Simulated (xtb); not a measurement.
C₂H₆Ga, doublet, from a rough starting geometry (GFN-xTB shapes and energies of metal compounds can be far from the true ones) (the spin is typed, not shown lowest); GFN2-xTB in xtb 6.7.1.

Here is a job for xtb.
```
$ xtb mol.xyz --gfn 2 --uhf 1 --opt vtight --json

# file mol.xyz
9

Ga     0.79605151    -0.09074188     0.79221571
C      1.50741567     0.18843723    -1.18271104
H      2.13824459    -0.61071695    -1.42625980
H      1.91507942     1.17662448    -1.28695243
H      0.58639054     0.12626128    -1.78929419
C     -1.41889495    -0.19422586     1.18245455
H     -1.84221626    -1.10895842     0.67745160
H     -1.89590503     0.64034462     0.77070018
H     -1.69072103    -0.34332552     2.24959212
```

Output, abridged:

```
   ID    Z sym.   atoms
    1   31 Ga     1
    2    6 C      2, 6
    3    1 H      3-5, 7-9

           -------------------------------------------------
          |                Calculation Setup                |
           -------------------------------------------------

           -------------------------------------------------
          |                 G F N 2 - x T B                 |
           -------------------------------------------------

          ...................................................
          :                      SETUP                      :
          :.................................................:
          :  # basis functions                  24          :
          :  # atomic orbitals                  23          :
          :  # shells                           13          :
          :  # electrons                        17          :
          :  max. iterations                   250          :
          :  Hamiltonian                  GFN2-xTB          :
          :  restarted?                      false          :
          :  GBSA solvation                  false          :
          :  PC potential                    false          :
          :  electronic temp.          300.0000000     K    :
          :  accuracy                    1.0000000          :
          :  -> integral cutoff          0.2500000E+02      :
          :  -> integral neglect         0.1000000E-07      :
          :  -> SCF convergence          0.1000000E-05 Eh   :
          :  -> wf. convergence          0.1000000E-03 e    :
          :  Broyden damping             0.4000000          :
          :  net charge                          0          :
          :  unpaired electrons                  1          :
          ...................................................

 iter      E             dE          RMSdq      gap      omega  full diag
   1     -8.5466289 -0.854663E+01  0.120E+01    3.42       0.0  T
   2     -8.5588861 -0.122572E-01  0.610E+00    3.79       1.0  T
   3     -8.5470350  0.118510E-01  0.348E+00    3.57       1.0  T
   4     -8.5604547 -0.134197E-01  0.171E+00    3.62       1.0  T
   5     -8.5606577 -0.203041E-03  0.556E-01    3.67       1.0  T
   6     -8.5612258 -0.568043E-03  0.678E-02    3.69       1.0  T
   7     -8.5612253  0.450532E-06  0.525E-02    3.69       1.0  T
   8     -8.5612274 -0.210115E-05  0.923E-03    3.69       3.6  T
   9     -8.5612276 -0.112376E-06  0.443E-03    3.69       7.5  T
  10     -8.5612276 -0.346586E-08  0.812E-04    3.69      41.1  T
  11     -8.5612276 -0.791827E-09  0.103E-04    3.69     323.6  T

   *** convergence criteria satisfied after 11 iterations ***

         :::::::::::::::::::::::::::::::::::::::::::::::::::::
         ::                     SUMMARY                     ::
         :::::::::::::::::::::::::::::::::::::::::::::::::::::
         :: total energy              -8.449368215062 Eh    ::
         :: gradient norm              0.078800036351 Eh/a0 ::
         :: HOMO-LUMO gap              3.690834673037 eV    ::
         ::.................................................::
         :: SCC energy                -8.561226259355 Eh    ::
         :: -> isotropic ES            0.009809934353 Eh    ::
         :: -> anisotropic ES          0.002895299374 Eh    ::
         :: -> anisotropic XC          0.004522583568 Eh    ::
         :: -> dispersion             -0.003261667510 Eh    ::
         :: repulsion energy           0.111858044293 Eh    ::
         :: add. restraining           0.000000000000 Eh    ::
         :: total charge              -0.000000000000 e     ::
         :::::::::::::::::::::::::::::::::::::::::::::::::::::

      -----------------------------------------------------------
     |                   =====================                   |
     |                        A N C O P T                        |
     |                   =====================                   |
[...]
 * total energy  :    -8.4563653 Eh     change       -0.1158841E-04 Eh
 * total energy  :    -8.4563665 Eh     change       -0.1189365E-05 Eh
 * total energy  :    -8.4563695 Eh     change       -0.3009622E-05 Eh
 * total energy  :    -8.4563713 Eh     change       -0.1812181E-05 Eh
 * total energy  :    -8.4563728 Eh     change       -0.1451608E-05 Eh
 * total energy  :    -8.4563757 Eh     change       -0.2895203E-05 Eh
 * total energy  :    -8.4563762 Eh     change       -0.4829579E-06 Eh
 * total energy  :    -8.4563763 Eh     change       -0.1589399E-06 Eh
 * total energy  :    -8.4563765 Eh     change       -0.1511486E-06 Eh
 * total energy  :    -8.4563766 Eh     change       -0.1659254E-06 Eh
 * total energy  :    -8.4563768 Eh     change       -0.1527444E-06 Eh
 * total energy  :    -8.4563769 Eh     change       -0.7921839E-07 Eh
   *** GEOMETRY OPTIMIZATION CONVERGED AFTER 99 ITERATIONS ***
         :: total energy              -8.456376874077 Eh    ::
[...]
         7        2.0000           -0.4497058             -12.2371
         8        2.0000           -0.3652517              -9.9390
         9        1.0000           -0.2989832              -8.1357 (HOMO)
        10                         -0.1620736              -4.4102 (LUMO)
        11                         -0.0850951              -2.3156
        12                         -0.0558211              -1.5190
        13                          0.0125045               0.3403
        14                          0.0471068               1.2818
        15                          0.0638117               1.7364
        16                          0.1756911               4.7808
        17                          0.1851872               5.0392
        18                          0.2079897               5.6597
        19                          0.2241847               6.1004
        20                          0.2307289               6.2785
       ...                                ...                  ...
        23                          0.7997696              21.7628
      -------------------------------------------------------------
                  HL-Gap            0.1369096 Eh            3.7255 eV
             Fermi-level           -0.2813229 Eh           -7.6552 eV

     #   Z          covCN         q      C6AA      α(0)
     1  31 Ga       1.616     0.155   219.222    33.492
     2   6 C        3.581    -0.197    25.227     7.291
     3   1 H        0.924     0.044     2.400     2.422
     4   1 H        0.924     0.038     2.478     2.462
     5   1 H        0.924     0.038     2.475     2.460
     6   6 C        3.581    -0.197    25.227     7.291
     7   1 H        0.924     0.038     2.478     2.462
     8   1 H        0.924     0.038     2.475     2.460
     9   1 H        0.924     0.044     2.400     2.422

 Mol. C6AA /au·bohr⁶  :       1137.077650
 Mol. C8AA /au·bohr⁸  :      57640.311297
 Mol. α(0) /au        :         62.762993

Wiberg/Mayer (AO) data.
largest (>0.10) Wiberg bond orders for each atom

 ---------------------------------------------------------------------------
     #   Z sym  total        # sym  WBO       # sym  WBO       # sym  WBO
 ---------------------------------------------------------------------------
     1  31 Ga   2.034 --     6 C    0.855     2 C    0.855
     2   6 C    3.855 --     3 H    0.943     4 H    0.940     5 H    0.940
                             1 Ga   0.855     6 C    0.169
     3   1 H    0.997 --     2 C    0.943
     4   1 H    0.999 --     2 C    0.940
     5   1 H    0.999 --     2 C    0.940
     6   6 C    3.855 --     9 H    0.943     7 H    0.940     8 H    0.940
                             1 Ga   0.855     2 C    0.169
     7   1 H    0.999 --     6 C    0.940
     8   1 H    0.999 --     6 C    0.940
     9   1 H    0.997 --     6 C    0.943
 ---------------------------------------------------------------------------

Topologies differ in total number of bonds
Writing topology from bond orders to xtbtopo.mol

molecular dipole:
                 x           y           z       tot (Debye)
 q only:        0.162      -0.027       0.193
   full:        0.115      -0.019       0.137       0.457
molecular quadrupole (traceless):
                xx          xy          yy          xz          yz          zz
 q only:       -0.293      -0.215       0.153       1.187       0.022       0.141
  q+dip:        0.636       0.009      -1.233       0.037      -0.287       0.598
   full:       -0.912      -0.264       1.272       1.395       0.274      -0.359

optimized geometry written to: xtbopt.xyz

           -------------------------------------------------
          | TOTAL ENERGY               -8.456376874077 Eh   |
          | GRADIENT NORM               0.000024160891 Eh/α |
          | HOMO-LUMO GAP               3.725500232133 eV   |
           -------------------------------------------------

normal termination of xtb
```
